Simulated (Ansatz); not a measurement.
## Which isomer of CH6SeSn gives these data?

These gas-phase data were calculated for one isomer of CH6SeSn at PBE0-D4/def2-SVP (harmonic, unscaled wavenumbers; equilibrium rotational constants with average atomic masses):

- rotational constants: 16.16, 0.8671, 0.8419 GHz
- all wavenumbers above 1500 cm⁻¹: 3181, 3104, 2443, 1949, 1932, 1916

Candidates:

(1) `[SeH][CH2][SnH3]`, a singlet
(2) `[CH3][SnH2][SeH]`, a singlet
(3) `C[Se][SnH3]`, a singlet

Problem. Which candidate do the data belong to?

Solution. Candidate (1). 3 modes lie between 1650 and 2000 cm⁻¹, one for each Sn–H bond, while (2) has 2. 2 modes lie between 2750 and 3290 cm⁻¹, one for each C–H bond, while (3) has 3.

The same quantities for all candidates:

```tsv
	rotational constants (GHz)	wavenumbers above 1500 cm⁻¹	E above the lowest, PBE0-D4/def2-SVP (kcal/mol)
(1)	16.16, 0.8671, 0.8419	3181, 3104, 2443, 1949, 1932, 1916	31.8
(2)	7.918, 1.346, 1.19	3199, 3191, 3073, 2451, 1937, 1918	0.0
(3)	8.638, 1.353, 1.201	3195, 3194, 3074, 1952, 1922, 1921	8.6
```

Harmonic stretches to hydrogen usually lie a few per cent above observed fundamentals. Each candidate is one conformer. Atoms past krypton carry core potentials. Programs: Ansatz 0.2.0.
